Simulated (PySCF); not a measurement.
Isomers of C9H6N2, mass 142.053 u with the commonest isotopes. Level of theory: PBE0-D3(BJ)/def2-SVP geometry optimisation, gas phase (PySCF 2.14.0). One conformer each, none proved a minimum here; rigid rotors.

Problem. Order these by rotational constant B, largest first.
A. `[N:1]#[C:2][CH2:3][C:4]1=[CH:5][C@H:6]2[C@@H:7]3[C@H:8]2[C@:9]13[C:10]#[N:11]` with C2–C3–C4–C5 0°
B. `N#Cc1cc2ccccn2c1`
C. `C#Cc1cn2ccccc2n1`
D. `N#Cc1ccn2ccccc12`
E. `[CH2:1]=[CH:2][CH2:3][C:4]#[C:5]/[C:6]([C:7]#[N:8])=[CH:9]\[C:10]#[N:11]` with C1–C2–C3–C4 123°
F. `Cc1cccc(C#N)c1C#N`
G. `Cc1cc(C#N)ccc1C#N`

Solution. F (1176 MHz), D (973.6 MHz), A (900.5 MHz), C (722.6 MHz), B (701.4 MHz), G (676.8 MHz), E (601.1 MHz).

Problem. Order these by out-of-plane moment Σ m c² = (Ia + Ib − Ic)/2, smallest first.
A. `[CH2:1]=[CH:2][CH2:3][C:4]#[C:5]/[C:6]([C:7]#[N:8])=[CH:9]\[C:10]#[N:11]` with C1–C2–C3–C4 123°
B. `[N:1]#[C:2][CH2:3][C:4]1=[CH:5][C@H:6]2[C@@H:7]3[C@H:8]2[C@:9]13[C:10]#[N:11]` with C2–C3–C4–C5 0°
C. `N#Cc1cc2ccccn2c1`
D. `Cc1c(C#N)ccc(c1)C#N`

Solution. C (0.00 u·Å²), D (1.57 u·Å²), B (18.53 u·Å²), A (25.18 u·Å²).

Problem. Order these by rotational constant C, largest first.
A. `[N:1]#[C:2][CH2:3][C:4]1=[CH:5][C@H:6]2[C@@H:7]3[C@H:8]2[C@:9]13[C:10]#[N:11]` with C2–C3–C4–C5 0°
B. `C#Cc1cn2ccccc2n1`
C. `CC1=C(C#N)C(C#N)=CC=C1`
D. `N#Cc1ccn2ccccc12`
E. `N#Cc1cc2ccccn2c1`
F. `CC1=C(C#N)C=CC(C#N)=C1`
G. `[CH2:1]=[CH:2][CH2:3][C:4]#[C:5]/[C:6]([C:7]#[N:8])=[CH:9]\[C:10]#[N:11]` with C1–C2–C3–C4 123°

Solution. D (682.7 MHz), C (662.7 MHz), A (637.8 MHz), B (612.1 MHz), E (595.3 MHz), F (550.0 MHz), G (440.7 MHz).

```
                              SMILES  point group  Ia (u·Å²)  Ib (u·Å²)  Ic (u·Å²)      κ  μa (D)  μb (D)  μc (D)
                   Cc1cc(C#N)ccc1C#N           Cs     175.33     746.71     918.90  -0.89    0.51    0.57    0.00
                    N#Cc1cc2ccccn2c1           Cs     128.44     720.50     848.94  -0.94    5.89    0.86    0.00
                C=CCC#C/C(C#N)=C\C#N           C1     356.39     840.69    1146.72  -0.67    2.24    0.61    0.36
                    N#Cc1ccn2ccccc12           Cs     221.22     519.06     740.28  -0.64    5.86    2.29    0.00
N#CCC1=C[C@H]2[C@@H]3[C@H]2[C@]13C#N           Cs     268.19     561.19     792.32  -0.58    3.06    2.90    0.02
                   Cc1cccc(C#N)c1C#N           Cs     335.99     429.70     762.55   0.22    5.99    3.67    0.00
                    C#Cc1cn2ccccc2n1           Cs     126.34     699.37     825.71  -0.93    2.60    2.72    0.01
```
